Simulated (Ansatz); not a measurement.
Ansatz (a quantum-chemistry and plane-wave program) input file for CsI, SMILES [I][Cs], B3LYP-D3(BJ)/def2-TZVPD. 

Ansatz 0.2 input:
```yaml
crystal:
  periodic: [false, false, false]
  atoms:
    - {symbol: Cs, position_ang: [0.00000000, 0.00000000, -1.64011287]}
    - {symbol: I, position_ang: [0.00000000, 0.00000000, 1.70200393]}
basis:
  gaussian:
    orbitals: def2-TZVPD
hamiltonian:
  xc: b3lyp
  dispersion: d3bj
relax: {f_tol: 0.002, max_steps: 200}
```

Output:

```
Functional definition: B3LYP
integrals: 0.03 GiB planned
752 factors; their error is unknown
mean field: 0.25 GiB planned
mean field evaluation 1: about -8653.3213 eV, gradient 1.7e1 eV
mean field evaluation 2: about -8652.4183 eV, gradient 2.6e1 eV
mean field evaluation 4: about -8654.5128 eV, gradient 1.3e0 eV
mean field evaluation 8: about -8654.7097 eV, gradient 2.8e-2 eV
mean field -8654.70971926 eV, -318.0547158097 hartree, gradient 4.4e-6 eV, S^2 0.000000; 0 other end points of the search recorded, 0 dependent functions left out
the calculation of the forces begins
reference -8654.70994034 eV, -318.0547239343 hartree; 17, 17 occupied and 74, 74 virtual orbitals, 752 factors
relax step   1: F+E_penalty+E_count = -8654.77788492 eV  Δ(F+E_penalty+E_count) = +0.000e0 eV  max|allowed force component| = 1.216e-1 eV/Å  Δτ_max = 0.0000 Å  (29 SCF iters, accepted)
these checks for a lower state are left out or cut short: starts, cluster_reference, orbital_swaps, neighbouring_geometries, increment
integrals: 0.03 GiB planned
752 factors; their error is unknown
mean field: 0.25 GiB planned
mean field evaluation 16: about -8654.5164 eV, gradient 8.2e-1 eV
mean field -8654.71144967 eV, -318.0547794011 hartree, gradient 1.5e-5 eV, S^2 0.000000; 0 other end points of the search recorded, 0 dependent functions left out
the calculation of the forces begins
reference -8654.71167089 eV, -318.0547875310 hartree; 17, 17 occupied and 74, 74 virtual orbitals, 752 factors
relax step   2: F+E_penalty+E_count = -8654.77952365 eV  Δ(F+E_penalty+E_count) = -1.639e-3 eV  max|allowed force component| = 6.327e-2 eV/Å  Δτ_max = 0.0089 Å  (34 SCF iters, accepted)
these checks for a lower state are left out or cut short: starts, cluster_reference, orbital_swaps, neighbouring_geometries, increment
integrals: 0.03 GiB planned
752 factors; their error is unknown
mean field: 0.25 GiB planned
mean field -8654.71219076 eV, -318.0548066359 hartree, gradient 1.5e-5 eV, S^2 0.000000; 0 other end points of the search recorded, 0 dependent functions left out
the calculation of the forces begins
reference -8654.71241216 eV, -318.0548147720 hartree; 17, 17 occupied and 74, 74 virtual orbitals, 752 factors
relax step   3: F+E_penalty+E_count = -8654.78016248 eV  Δ(F+E_penalty+E_count) = -6.388e-4 eV  max|allowed force component| = 3.505e-3 eV/Å  Δτ_max = 0.0097 Å  (35 SCF iters, accepted)
these checks for a lower state are left out or cut short: starts, cluster_reference, orbital_swaps, neighbouring_geometries, increment
integrals: 0.03 GiB planned
752 factors; their error is unknown
mean field: 0.25 GiB planned
mean field evaluation 32: about -8654.5173 eV, gradient 5.2e-1 eV
mean field -8654.71219904 eV, -318.0548069400 hartree, gradient 1.5e-5 eV, S^2 0.000000; 0 other end points of the search recorded, 0 dependent functions left out
the calculation of the forces begins
reference -8654.71242044 eV, -318.0548150764 hartree; 17, 17 occupied and 74, 74 virtual orbitals, 752 factors
relax step   4: F+E_penalty+E_count = -8654.78016453 eV  Δ(F+E_penalty+E_count) = -2.047e-6 eV  max|allowed force component| = 3.099e-5 eV/Å  Δτ_max = 0.0006 Å  (34 SCF iters, accepted)
integrals: 0.03 GiB planned
752 factors; their error is unknown
mean field: 0.25 GiB planned
mean field -8654.71219904 eV, -318.0548069400 hartree, gradient 1.5e-5 eV, S^2 0.000000; 1 other end points of the search recorded, 0 dependent functions left out
the calculation of the forces begins
reference -8654.71242044 eV, -318.0548150764 hartree; 17, 17 occupied and 74, 74 virtual orbitals, 752 factors
Total energy: -8654.78038593 eV, -318.0573127621 hartree
Atom 0 at     0.000000     0.000000    -1.659236 Å, force    -0.000000    -0.000000    -0.000031 eV/Å
Atom 1 at    -0.000000    -0.000000     1.721127 Å, force     0.000000     0.000000     0.000031 eV/Å
Dipole moment:     0.000000     0.000000    -2.441543 e Å
```

The calculation finished and met its thresholds.

Cost: around 25 core-seconds (rough).
